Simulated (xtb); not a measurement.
Br$_{2}$Ga (SMILES [Br][Ga+][Br]), charge +1, singlet, geometry from GFN2-xTB (such geometries of metal compounds can be far from the true shape).

Input for xtb:
```
$ xtb mol.xyz --gfn 1 --chrg 1 --json

# file mol.xyz
3

Ga     0.00000000     0.00000000     0.00000000
Br     0.00000000     0.00000000     2.29257626
Br    -0.00000000    -0.00000000    -2.29257626
```

Task: What HOMO-LUMO gap does GFN1-xTB (xtb 6.7.1) give?

Result: 3.88 eV

Task: Give the total energy at the level GFN1-xTB.

Result: -8.7050 Eh

Task: What is the computed partial charges in atom order (GFN1-xTB)?

Result: Ga1 0.75, Br2 0.12, Br3 0.12
